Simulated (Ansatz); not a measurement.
Cost and result up the ladder for (CuNH2)2 ring (Cu2N2H4) (8 atoms). Charge 0, multiplicity 1. Geometry: r2SCAN-D4/def2-SVP.

Cartesian coordinates in Å:
```
Cu 0.5416 0.3245 0.9129
N 0.7090 -1.4673 0.1010
Cu -0.5415 -0.3245 -0.9130
N -0.7090 1.4673 -0.1010
H 0.3644 -2.2921 0.5986
H 1.5942 -1.7612 -0.3197
H -1.5942 1.7609 0.3198
H -0.3646 2.2923 -0.5985
```

Ansatz on 4 threads of Arm Neoverse V2 on a shared host. Times are rough, and most runs start from the orbitals of an earlier one. ωB97X-V/def2-TZVP serves as the yardstick here, not as an exact answer. Differences are given only for rows in sets of like size (and for xTB, whose basis is part of the method), since another set adds its own error. Binding counts from free atoms at the same level (Cu doublet, N quartet, H doublet; other spins of the atoms weren't run), without zero-point energy or a counterpoise term.

The 6-31G sets use Cartesian d functions. B3LYP takes the VWN-RPA correlation.

```
                         level  functions  wall time  binding energy per atom (eV)  difference from ωB97X-V/def2-TZVP (eV)
                      HF/6-31G         84     0.55 s                          2.00                                       –
               PBE-D4/def2-SVP        110      1.2 s                          3.15                                       –
                B3LYP-D4/6-31G         84      1.4 s                          3.24                                       –
              PBE0-D4/def2-SVP        110      1.8 s                          2.98                                       –
                  HF/def2-TZVP        176      2.1 s                          1.69                                   -1.27
           revPBE-D4/def2-TZVP        176      2.2 s                          2.92                                   -0.04
PBE-D4/def2-TZVP (with forces)        176      2.5 s                          3.03                                    0.07
             PBE-D4/def2-TZVPD        206      2.7 s                          3.04                                    0.08
             PBE0-D4/def2-TZVP        176      3.5 s                          2.89                                   -0.06
            PBE0-D4/def2-TZVPD        206        4 s                          2.90                                   -0.05
           r2SCAN-D4/def2-TZVP        176      4.5 s                          2.95                                   -0.01
          r2SCANh-D4/def2-TZVP        176      5.5 s                          2.90                                   -0.06
          r2SCAN-D4/def2-TZVPD        206        6 s                          2.96                                    0.00
             ωB97X-V/def2-TZVP        176      8.5 s                          2.96                                    0.00
```
